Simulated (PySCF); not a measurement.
C2H6ClGa, SMILES [CH3][Ga]([CH3])[Cl].

Geometry optimised at B3LYP-D3(BJ)/def2-SVP. The isomer is the one that the SMILES or the coordinates give; other isomers of the formula were not compared.

Method: PBE/def2-TZVP (PySCF).

Isolated molecule, no solvent.

Task: Estimate the frontier levels, gap, dipole moment and polarisability. (An estimate is asked for; the answer gives what the named calculation found.)

Result: 
The highest occupied level is -6.56 eV, the lowest empty level is -1.73 eV and the orbital gap comes out as 4.83 eV. The dipole moment is 2.76 D and the quadrupole, principal values (traceless, Buckingham form, about the centre of nuclear charge) comes out as -4.92, 0.58, 4.34 D·Å. The mean static polarisability comes out as 67.1 bohr³ (9.94 Å³). The polarisability, principal values is 50.2, 75.2, 75.9 bohr³.
